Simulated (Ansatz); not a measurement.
This geometry of C₂H₆F₂SSi (12 atoms, charge 0, multiplicity 1) is a first-order saddle point.

Method: Ansatz, RKS r2SCAN/def2-SVP.

```xyz
12
Properties=species:S:1:pos:R:3
C 0.063 -1.862 0.024
Si 0.551 -0.112 0.428
F 1.833 0.312 -0.501
C -0.834 1.098 -0.046
F -1.426 0.645 -1.230
S -0.235 2.799 -0.171
H -0.993 -1.907 -0.287
H 0.214 -2.542 0.876
H 0.672 -2.232 -0.816
H 0.937 0.109 1.847
H -1.623 1.139 0.728
H 0.917 2.500 -0.817
```

Task: Which two structures does it join? (They come from a converged band through this point; their orientation in space is the band's.)

Result: No bond is made or broken. The dihedral H9–C1–Si2–F3 goes from 55 to -65°. The two ends are copies of one structure, up to a mirror image or an exchange of like atoms.

First end point:

```xyz
12
Properties=species:S:1:pos:R:3
C 0.168 -1.844 -0.122
Si 0.656 -0.098 0.260
F 1.622 0.461 -0.938
C -0.873 1.029 0.242
F -1.717 0.604 -0.789
S -0.425 2.776 0.096
H -0.455 -1.860 -1.030
H -0.427 -2.269 0.703
H 1.043 -2.493 -0.281
H 1.389 0.070 1.543
H -1.441 0.970 1.189
H 0.538 2.599 -0.839
```

Last end point:

```xyz
12
Properties=species:S:1:pos:R:3
C 0.053 -1.853 0.081
Si 0.539 -0.104 0.454
F 1.863 0.281 -0.428
C -0.820 1.091 -0.124
F -1.349 0.607 -1.324
S -0.213 2.789 -0.267
H -0.803 -2.159 0.704
H 0.878 -2.558 0.264
H -0.253 -1.930 -0.974
H 0.860 0.153 1.883
H -1.649 1.157 0.606
H 0.971 2.470 -0.843
```

Task: How far does it lie above each of them?

Result: 0.055 eV above the first and 0.055 eV above the second. This is the barrier of this one path; another mechanism may lie lower.

Run time: 85 s on 2 threads of Intel(R) Xeon(R) Platinum 8488C (Sapphire Rapids) (shared host), peak memory 0.21 GiB.
